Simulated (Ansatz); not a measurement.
Ansatz (an electronic-structure program) job for Sn(F)2(Br)(NH2) (BrF₂H₂NSn), SMILES [NH2][Sn]([F])([F])[Br], PBE0-D3(BJ)/def2-SVP. 

Ansatz 0.2 input:
```yaml
crystal:
  periodic: [false, false, false]
  atoms:
    - {symbol: N, position_ang: [2.34255121, 0.11746278, 0.34424658]}
    - {symbol: Sn, position_ang: [0.38540213, -0.41556846, 0.14259265]}
    - {symbol: F, position_ang: [-0.22113532, -1.21202559, 1.84737406]}
    - {symbol: F, position_ang: [0.25272194, -1.82511257, -1.23836126]}
    - {symbol: Br, position_ang: [-1.18612167, 1.36699629, -0.45666135]}
    - {symbol: H, position_ang: [2.90228185, -0.41896776, -0.31456885]}
    - {symbol: H, position_ang: [2.65973240, -0.13547536, 1.27724277]}
basis:
  gaussian:
    orbitals: def2-SVP
hamiltonian:
  xc: pbe0
  dispersion: d3bj
relax: {f_tol: 0.002, max_steps: 200}
```

Output:

```
WARN ansatz: RAYON_NUM_THREADS=1 ignored (pool sized by the plan → 1); use --threads N
Functional definition: PBE0
integrals: 0.07 GiB planned
1245 factors; integrals over basis functions are off by at most 1.9e-4 eV
mean field: 0.64 GiB planned
mean field evaluation 1: about -82799.3222 eV, gradient 6.7e1 eV
mean field evaluation 2: about -82782.8292 eV, gradient 1.1e2 eV
mean field evaluation 4: about -82807.7952 eV, gradient 4.1e0 eV
mean field evaluation 8: about -82807.8736 eV, gradient 1.1e-1 eV
mean field -82807.87364759 eV, -3043.1332273563 hartree, gradient 3.4e-5 eV, S^2 0.000000; 0 other end points of the search recorded, 0 dependent functions left out
the calculation of the forces begins
reference -82807.87367661 eV, -3043.1332284227 hartree; 42, 42 occupied and 68, 68 virtual orbitals, 1245 factors
relax step   1: F+E_penalty+E_count = -82808.01067289 eV  Δ(F+E_penalty+E_count) = +0.000e0 eV  max|allowed force component| = 1.108e0 eV/Å  Δτ_max = 0.0000 Å  (26 SCF iters, accepted)
these checks for a lower state are left out or cut short: starts, cluster_reference, orbital_swaps, neighbouring_geometries, increment
integrals: 0.07 GiB planned
1245 factors; integrals over basis functions are off by at most 1.8e-4 eV
mean field: 0.64 GiB planned
mean field evaluation 16: about -82807.8673 eV, gradient 4.9e0 eV
mean field -82807.94334981 eV, -3043.1357888655 hartree, gradient 1.9e-5 eV, S^2 0.000000; 0 other end points of the search recorded, 0 dependent functions left out
the calculation of the forces begins
reference -82807.94337889 eV, -3043.1357899341 hartree; 42, 42 occupied and 68, 68 virtual orbitals, 1245 factors
relax step   2: F+E_penalty+E_count = -82808.08212929 eV  Δ(F+E_penalty+E_count) = -7.146e-2 eV  max|allowed force component| = 1.203e-1 eV/Å  Δτ_max = 0.0521 Å  (31 SCF iters, accepted)
these checks for a lower state are left out or cut short: starts, cluster_reference, orbital_swaps, neighbouring_geometries, increment
integrals: 0.07 GiB planned
1245 factors; integrals over basis functions are off by at most 1.8e-4 eV
mean field: 0.64 GiB planned
mean field -82807.94619021 eV, -3043.1358932482 hartree, gradient 1.8e-5 eV, S^2 0.000000; 0 other end points of the search recorded, 0 dependent functions left out
the calculation of the forces begins
reference -82807.94621931 eV, -3043.1358943179 hartree; 42, 42 occupied and 68, 68 virtual orbitals, 1245 factors
relax step   3: F+E_penalty+E_count = -82808.08449323 eV  Δ(F+E_penalty+E_count) = -2.364e-3 eV  max|allowed force component| = 6.425e-2 eV/Å  Δτ_max = 0.0169 Å  (32 SCF iters, accepted)
these checks for a lower state are left out or cut short: starts, cluster_reference, orbital_swaps, neighbouring_geometries, increment
integrals: 0.07 GiB planned
1245 factors; integrals over basis functions are off by at most 1.8e-4 eV
mean field: 0.64 GiB planned
mean field evaluation 32: about -82807.9466 eV, gradient 7.9e-4 eV
mean field -82807.94659616 eV, -3043.1359081666 hartree, gradient 1.2e-5 eV, S^2 0.000000; 0 other end points of the search recorded, 0 dependent functions left out
the calculation of the forces begins
reference -82807.94662525 eV, -3043.1359092359 hartree; 42, 42 occupied and 68, 68 virtual orbitals, 1245 factors
relax step   4: F+E_penalty+E_count = -82808.08499122 eV  Δ(F+E_penalty+E_count) = -4.980e-4 eV  max|allowed force component| = 5.411e-2 eV/Å  Δτ_max = 0.0097 Å  (26 SCF iters, accepted)
these checks for a lower state are left out or cut short: starts, cluster_reference, orbital_swaps, neighbouring_geometries, increment
integrals: 0.07 GiB planned
1245 factors; integrals over basis functions are off by at most 1.8e-4 eV
mean field: 0.64 GiB planned
mean field -82807.94541528 eV, -3043.1358647703 hartree, gradient 1.8e-5 eV, S^2 0.000000; 0 other end points of the search recorded, 0 dependent functions left out
the calculation of the forces begins
reference -82807.94544431 eV, -3043.1358658372 hartree; 42, 42 occupied and 68, 68 virtual orbitals, 1245 factors
relax step   5: F+E_penalty+E_count = -82808.08373890 eV  Δ(F+E_penalty+E_count) = +1.252e-3 eV  max|allowed force component| = 2.965e-1 eV/Å  Δτ_max = 0.0127 Å  (32 SCF iters, rejected (line search))
these checks for a lower state are left out or cut short: starts, cluster_reference, orbital_swaps, neighbouring_geometries, increment
integrals: 0.07 GiB planned
1245 factors; integrals over basis functions are off by at most 1.8e-4 eV
mean field: 0.64 GiB planned
mean field -82807.94677284 eV, -3043.1359146596 hartree, gradient 1.7e-5 eV, S^2 0.000000; 0 other end points of the search recorded, 0 dependent functions left out
the calculation of the forces begins
reference -82807.94680193 eV, -3043.1359157286 hartree; 42, 42 occupied and 68, 68 virtual orbitals, 1245 factors
relax step   6: F+E_penalty+E_count = -82808.08520836 eV  Δ(F+E_penalty+E_count) = -2.171e-4 eV  max|allowed force component| = 7.015e-3 eV/Å  Δτ_max = 0.0064 Å  (25 SCF iters, accepted)
these checks for a lower state are left out or cut short: starts, cluster_reference, orbital_swaps, neighbouring_geometries, increment
integrals: 0.07 GiB planned
1245 factors; integrals over basis functions are off by at most 1.8e-4 eV
mean field: 0.64 GiB planned
mean field -82807.94677561 eV, -3043.1359147613 hartree, gradient 8.2e-5 eV, S^2 0.000000; 0 other end points of the search recorded, 0 dependent functions left out
the calculation of the forces begins
reference -82807.94680469 eV, -3043.1359158302 hartree; 42, 42 occupied and 68, 68 virtual orbitals, 1245 factors
relax step   7: F+E_penalty+E_count = -82808.08521597 eV  Δ(F+E_penalty+E_count) = -7.610e-6 eV  max|allowed force component| = 3.838e-3 eV/Å  Δτ_max = 0.0022 Å  (21 SCF iters, accepted)
these checks for a lower state are left out or cut short: starts, cluster_reference, orbital_swaps, neighbouring_geometries, increment
integrals: 0.07 GiB planned
1245 factors; integrals over basis functions are off by at most 1.8e-4 eV
mean field: 0.64 GiB planned
mean field -82807.94677679 eV, -3043.1359148049 hartree, gradient 2.6e-5 eV, S^2 0.000000; 0 other end points of the search recorded, 0 dependent functions left out
the calculation of the forces begins
reference -82807.94680588 eV, -3043.1359158738 hartree; 42, 42 occupied and 68, 68 virtual orbitals, 1245 factors
relax step   8: F+E_penalty+E_count = -82808.08521707 eV  Δ(F+E_penalty+E_count) = -1.096e-6 eV  max|allowed force component| = 7.777e-4 eV/Å  Δτ_max = 0.0006 Å  (20 SCF iters, accepted)
integrals: 0.07 GiB planned
1245 factors; integrals over basis functions are off by at most 1.8e-4 eV
mean field: 0.64 GiB planned
mean field evaluation 64: about -82807.8957 eV, gradient 3.4e-1 eV
mean field -82807.94677679 eV, -3043.1359148049 hartree, gradient 2.6e-5 eV, S^2 0.000000; 1 other end points of the search recorded, 0 dependent functions left out
the calculation of the forces begins
reference -82807.94680588 eV, -3043.1359158738 hartree; 42, 42 occupied and 68, 68 virtual orbitals, 1245 factors
Total energy: -82808.08524615 eV, -3043.1410034599 hartree
Atom 0 at     2.319819     0.097083     0.345121 Å, force    -0.000778     0.000421     0.000070 eV/Å
Atom 1 at     0.393605    -0.435371     0.147907 Å, force     0.000032     0.000049    -0.000094 eV/Å
Atom 2 at    -0.219415    -1.211165     1.799355 Å, force     0.000224     0.000033     0.000070 eV/Å
Atom 3 at     0.240740    -1.807078    -1.194130 Å, force     0.000157    -0.000291    -0.000024 eV/Å
Atom 4 at    -1.159095     1.356183    -0.451397 Å, force    -0.000054     0.000301    -0.000034 eV/Å
Atom 5 at     2.902284    -0.401468    -0.327735 Å, force     0.000279    -0.000201    -0.000462 eV/Å
Atom 6 at     2.657494    -0.120875     1.282744 Å, force     0.000139    -0.000312     0.000474 eV/Å
Dipole moment:     0.534444     0.178384     0.041018 e Å
```

The run converged.

Cost: roughly 50 core-seconds.
